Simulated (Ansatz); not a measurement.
```xyz
2

Ag    0.0363   -0.0548    0.0877
H    -0.1020    0.0995    1.4819
```

Basis set: STO-3G (spherical functions). Frozen core: 14 orbitals. Charge 0, multiplicity 1.

Computed with Ansatz (development build ahead of 0.2.0); each method stands on the lowest determinant of its kind that the runs found. Restricted open shells among the atoms or ions are ROHF, correlated in semicanonical orbitals with singles.

Q: Give the atomization energy at this shape (free ground-state atoms in the same class of orbitals less the molecule, no zero-point energy) of singlet AgH by RHF-MP2, RHF.

A:

```tsv
method	atomization energy
RHF-MP2	1.91 eV
RHF	1.48 eV
```

This basis has no polarisation functions and is too small for such energies, which can lie far from measured ones in either direction.
